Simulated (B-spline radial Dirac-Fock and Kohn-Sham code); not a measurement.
The computed values come from a radial finite-basis atomic code: ΔSCF Dirac-Fock with Breit, self-energy and vacuum polarisation, finite nucleus, configuration average. No correlation.

Q: An atom or ion in its tabulated ground configuration has these computed binding energies (the last is its least bound level). Which is it?

```tsv
level	binding energy (eV)
L1	16219.3
L2	15592.9
L3	13777.4
M5	4011.9
N1	2342.1
N3	2087.2
N4,5	1888.5
```

A: Au⁴⁰⁺: Z = 79 with 39 electrons, [Kr] 4d3.

Q: An atom or ion in its tabulated ground configuration has these computed binding energies (the last is its least bound level). Which is it?

```
level  binding energy (eV)
    K               4620.2
   L1                625.1
   L3                525.1
   M1                157.8
 M2,3                133.4
```

A: Sc⁶⁺: Z = 21 with 15 electrons, [Ne] 3s2 3p3. The hydrogen-like estimate √(E/Ry) = 18.4 for the K level lies 2.6 below Z; the outermost level, at 133.4 eV, fixes the charge.
